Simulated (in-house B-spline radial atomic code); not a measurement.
Radial electron density of Pd, [Kr] 4d10. Method: scalar-relativistic (X2C) wB97X, spin-polarised, spherical fractional occupations, Fermi nucleus of rms radius 4.5318 fm. Calculated with a radial B-spline atomic code at the basis-set limit.

One-electron X2C: radii and densities carry no picture-change correction, so inner-shell <1/r> comes out high (for 1s by about 2 % at Z = 33, 5 % at 54, 10 % at 75, 30 % at 118) and <r> low.

Columns: r (bohr), 4πr²n(r) (electrons per bohr), bar.

```
0.000971    1.556 #
 0.00119    2.169 #
 0.00145    2.985 ##
 0.00178    4.138 ##
 0.00217     5.64 ###
 0.00265    7.654 #####
 0.00324    10.31 ######
 0.00397    13.79 ########
 0.00485    18.11 ###########
 0.00593    23.41 ##############
 0.00725    29.65 ##################
 0.00886    36.61 ######################
  0.0108    43.75 ##########################
  0.0132    50.54 ##############################
  0.0162    55.99 #################################
  0.0198    58.85 ###################################
  0.0242    58.64 ###################################
  0.0296    55.72 #################################
  0.0362    51.84 ###############################
  0.0443    49.93 ##############################
  0.0541    52.71 ###############################
  0.0662    60.56 ####################################
  0.0809    69.75 #########################################
  0.0989    73.99 ############################################
   0.121    68.96 #########################################
   0.148    57.59 ##################################
   0.181     49.3 #############################
   0.221    50.81 ##############################
    0.27    57.48 ##################################
    0.33    57.17 ##################################
   0.404    44.13 ##########################
   0.494    26.69 ################
   0.604    16.62 ##########
   0.738    15.86 #########
   0.902    17.33 ##########
     1.1    15.55 #########
    1.35    10.87 ######
    1.65    6.414 ####
    2.02    3.416 ##
    2.46    1.744 #
    3.01   0.8119 
    3.68   0.3316 
     4.5    0.112 
    5.51  0.02926
```

On this grid the curve has 4 maxima, near 0.0198, 0.0989, 0.27, 0.902 bohr.

The 4p up radial function P(r) = rR(r), positive near the nucleus:

| r (bohr) | P |
| --- | --- |
| 0.00145 | 0.001539 |
| 0.00217 | 0.003063 |
| 0.00324 | 0.00612 |
| 0.00485 | 0.0123 |
| 0.00725 | 0.02448 |
| 0.0108 | 0.04756 |
| 0.0162 | 0.09032 |
| 0.0242 | 0.161 |
| 0.0362 | 0.2616 |
| 0.0541 | 0.3632 |
| 0.0809 | 0.3767 |
| 0.121 | 0.1675 |
| 0.181 | -0.2766 |
| 0.27 | -0.5947 |
| 0.404 | -0.252 |
| 0.604 | 0.6328 |
| 0.902 | 1.115 |
| 1.35 | 0.7746 |
| 2.02 | 0.2674 |
| 3.01 | 0.04677 |
| 4.5 | 0.00404 |
